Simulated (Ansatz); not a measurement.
Reaction: C2H6Si (ethenylsilane, SMILES C=C[SiH3]) → C2H5Si (SMILES [CH]=C[SiH3], doublet) + H (doublet) (the C-H bond breaks)
Each species at its own B3LYP-D3(BJ)/def2-TZVP minimum (Ansatz, a program for electronic structure).

Wanted: bond dissociation energy (electronic), in kcal/mol. Open shells are spin-unrestricted; no spin-orbit coupling. CBS(X,Y): correlation extrapolated as X^-3, Hartree-Fock from the larger set. A bracket is a step between two methods taken in the basis named. Functionals run without relativity, which enters their misses. Double hybrids freeze cores in their MP2 part. '+ core + X2C': CCSD(T) terms for core correlation (cc-pwCVTZ, 1s frozen past Ne) and scalar relativity (cc-pVTZ-DK). For partners of very few electrons the exact lower level stands in for a higher one. The UHF reference of C2H5Si ([CH]=C[SiH3], doublet) is spin-contaminated (<S^2> up to 0.17 over the pure value in the sets run).

CCSD(T)/CBS(cc-pV(T+d)Z,cc-pV(Q+d)Z) + [CCSDT(Q) - CCSD(T)]/cc-pV(D+d)Z + core + X2C (Ansatz) gives 115.0 kcal/mol.

Problem. What does PBE/def2-TZVPD (Ansatz) give here, and how do the other levels compare?

Solution. PBE gives 110.1 kcal/mol, 4.9 kcal/mol below it. Differences of the others: r2SCAN/def2-TZVPD (Ansatz) -5.8; PBE0/def2-TZVPD (Ansatz) -4.2; wB97M-V/def2-TZVPD (Ansatz) -0.3; B2PLYP/def2-TZVPD (Ansatz) -2.5; CCSD(T)/CBS(cc-pV(T+d)Z,cc-pV(Q+d)Z) + core + X2C (Ansatz) 0.4 kcal/mol.
